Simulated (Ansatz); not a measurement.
CH8GeOSi can be A, `O[CH]([SiH3])[GeH3]`, or B, `O[SiH2][CH2][GeH3]`.

Computed with Ansatz on PBE0-D4/def2-TZVP structures; ΔE is electronic, products minus reactants. CCSD(T)/CBS is the MP2 limit (def2-TZVPP, def2-QZVPP) plus CCSD(T) − MP2 in def2-TZVPP, frozen cores. Functionals use def2-TZVPP. B3LYP here is the variant with VWN-RPA as its local correlation; programs differ in this. For Ge outer-core shells are correlated without core-valence functions, which leaves a few kJ/mol of doubt a bond. Scalar relativity is left out up to krypton. Each species was taken in one conformer, which may not be the lowest.

(1) Which is lower in electronic energy at CCSD(T)/CBS, and by how much? (Best estimate.)

(2) Give E(B) − E(A) in kcal/mol with PBE0-D4, B3LYP-D4, B2PLYP, HF/def2-TZVPP, B3LYP, CCSD(T)/def2-TZVPP, MP2/def2-TZVPP. (An estimate is asked.)

Largest T1 diagnostic: 0.012.

Answers

(1) The calculation gave: B, by 52.8 kcal/mol.

(2) Ansatz gave: PBE0-D4 -50.4, B3LYP-D4 -50.6, B2PLYP -52.6, HF/def2-TZVPP -54.9, B3LYP -51.1, CCSD(T)/def2-TZVPP -52.3, MP2/def2-TZVPP -54.8. None reverses the order clearly.

From PBE to PBE0 (25 % exact exchange), in def2-TZVPP and without D4, E(B) − E(A) moves by −2.4 kcal/mol.
